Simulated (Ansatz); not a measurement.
Species: SiNH$_{3}$S, charge 0, singlet. SiNH3S (SMILES N[Si]S).
B3LYP-D3(BJ)/def2-TZVP minimum from Ansatz (a quantum-chemistry and plane-wave program):
```xyz
6

Si    -0.0926    -0.6286     0.7098
N      1.2855    -1.1191    -0.1840
H      1.8078    -1.9352     0.0960
H      1.6790    -0.6827    -1.0055
S     -0.5953     1.1132    -0.4990
H     -1.6634     1.4419     0.2443
```

Atomisation energy term by term, kcal/mol (programs: Ansatz). UHF or UKS for unpaired electrons; spin-orbit terms are left out. Correlated methods leave the cores frozen. Rows without X2C or -DK are non-relativistic. CBS(X,Y): correlation extrapolated as X^-3, Hartree-Fock from the larger set (Q,5: extrapolated as (X+1)exp(-9√X)). A bracket is a step between two methods taken in the basis named. 'core' is core correlation in cc-pwCVTZ (1s frozen past Ne), 'X2C' scalar relativity in cc-pVTZ-DK, both at CCSD(T). For partners of very few electrons the exact lower level stands in for a higher one.

```json
[
 {"term": "Hartree-Fock", "basis": "CBS(cc-pV(Q+d)Z,cc-pV(5+d)Z)", "kcal/mol": "308.56"},
 {"term": "CCSD correlation", "basis": "CBS(cc-pV(Q+d)Z,cc-pV(5+d)Z)", "kcal/mol": "143.69"},
 {"term": "(T)", "basis": "CBS(cc-pV(Q+d)Z,cc-pV(5+d)Z)", "kcal/mol": "10.58"},
 {"term": "CCSDT(Q) - CCSD(T)", "basis": "cc-pV(D+d)Z", "kcal/mol": "0.79"},
 {"term": "core correlation", "basis": "cc-pwCVTZ", "kcal/mol": "1.35"},
 {"term": "scalar relativity", "basis": "X2C, cc-pVTZ-DK", "kcal/mol": "-0.87"},
 {"term": "sum: De", "basis": "", "kcal/mol": "464.1"}
]
```
